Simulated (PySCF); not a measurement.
phosphorus nitride (NP), SMILES N#P.

The structure is a stationary point at B3LYP-D3(BJ)/def2-TZVPD.

Two levels are set side by side: PBE/def2-TZVPD (PySCF) and HF/def2-TZVPD (PySCF). Same geometry, gas phase. Differences are taken from unrounded values.

```
quantity                       PBE
---------------------------  -----
orbital gap (eV)              4.39
highest occupied level (eV)  -7.73
lowest empty level (eV)      -3.34
dipole moment (D)             2.71
mean polarisability (bohr³)   28.3
```

These are the PBE values. What does HF give? (Estimate from the structure and the level; the computed values follow.)


```
quantity                         HF  PBE minus HF
---------------------------  ------  ------------
orbital gap (eV)              13.19         -8.81
highest occupied level (eV)  -12.11          4.38
lowest empty level (eV)        1.09         -4.43
dipole moment (D)              3.27         -0.56
mean polarisability (bohr³)    27.5           0.8
```

PBE's occupied levels lie high since its potential decays too fast outside the molecule; exact exchange lowers them and widens the gap. Differences between two approximate levels are no errors against the true value.

Rough cost on one machine, each run with all the roots and properties that it gave: HF against PBE about 1/4.
